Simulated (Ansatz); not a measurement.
System: GeCl₂, net charge 0, singlet state. 
Geometry from a B3LYP-D3(BJ)/def2-TZVP (Ansatz, a quantum-chemistry and plane-wave program) optimisation:
SMILES: [Cl][Ge][Cl]
```xyz
3

Ge    -0.0079     0.0041     0.7266
Cl     1.0991     1.2918    -0.6793
Cl    -1.0842    -1.2996    -0.6884
```

Total electronic energies in hartree. Valence correlation only, unless marked. No spin-orbit coupling. The frozen core is the preceding noble-gas configuration, with the filled d and f shells of earlier blocks. Non-relativistic. Basis-set limits of correlation are two-point, X^-3; Hartree-Fock from the larger set. [CCSD(T)-MP2]/basis is that difference in the basis named.

```json
[
 {"level": "HF/def2-TZVPPD", "program": "Ansatz", "energy (Eh)": "-2994.48372"},
 {"level": "RI-HF/def2-QZVPPD", "program": "Ansatz", "energy (Eh)": "-2994.54956"},
 {"level": "B3LYP-D4/def2-TZVPD", "program": "Ansatz + dftd4", "energy (Eh)": "-2997.60546"},
 {"level": "PBE0-D3(BJ)/def2-TZVP", "program": "Ansatz + dftd3", "energy (Eh)": "-2996.95858"},
 {"level": "HSE06/def2-TZVPD", "program": "Ansatz", "energy (Eh)": "-2996.94309"},
 {"level": "RI-MP2/CBS(def2-TZVPPD,def2-QZVPPD)", "program": "Ansatz", "energy (Eh)": "-2995.0941"},
 {"level": "RI-MP2/CBS(def2-TZVPP,def2-QZVPP)+[CCSD(T)-MP2]/def2-SVP", "program": "Ansatz", "energy (Eh)": "-2995.1379"},
 {"level": "RI-MP2/CBS(def2-TZVPPD,def2-QZVPPD)+[CCSD(T)-MP2]/def2-SVPD", "program": "Ansatz", "energy (Eh)": "-2995.1387"},
 {"level": "CCSD(T)/CBS(def2-TZVPP,def2-QZVPP)", "program": "Ansatz", "energy (Eh)": "-2995.1576"}
]
```

Totals of different functionals don't rank their quality; only differences between species are comparable.
